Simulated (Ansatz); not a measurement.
C3H8OSi (`C=C[SiH](C)O`). The species carries charge 0 and has multiplicity 1.

Cartesian coordinates in Å:
```
C -0.0570 -0.2232 2.2469
C 0.5471 -0.4849 1.0906
Si 0.3388 0.5707 -0.4290
C -0.0448 -0.5161 -1.8961
O -0.8282 1.7134 -0.1774
H 0.0645 -0.8517 3.1249
H -0.6977 0.6465 2.3663
H 1.1862 -1.3667 1.0373
H 1.5766 1.3497 -0.6907
H 0.7663 -1.2307 -2.0641
H -0.1618 0.0802 -2.8039
H -0.9628 -1.0891 -1.7392
H -1.7273 1.4020 -0.0654
```

(1) List the harmonic frequencies (cm⁻¹, unscaled) at PBE0-D4/def2-TZVP in Ansatz. (Estimate.)

(2) Is this a minimum?

(3) Give the ideal-gas thermochemistry at 298.15 K and 1 bar (rigid rotor, harmonic oscillator; point group C1, symmetry number 1).

(4) Rotational constants (cm⁻¹)?

## Answers

(1) The calculation gave: 82, 157, 162, 187, 237, 266, 401, 500, 629, 685, 727, 755, 819, 880, 891, 918, 1003, 1017, 1050, 1275, 1292, 1440, 1447, 1449, 1670, 2224, 3045, 3122, 3126, 3135, 3137, 3211, 3922.

(2) Yes, all 33 modes are real.

(3) Zero-point energy 268.3 kJ/mol; H(298) − E = 291.2 kJ/mol; entropy 353.4 J/(mol·K), of which translation 164.7, rotation 111.2, vibration 77.5; G(298) − E = 185.9 kJ/mol. Modes under 100 cm⁻¹ are hindered rotations or soft bends, so the harmonic entropy is rough.

(4) 0.1906, 0.09695, 0.07307.
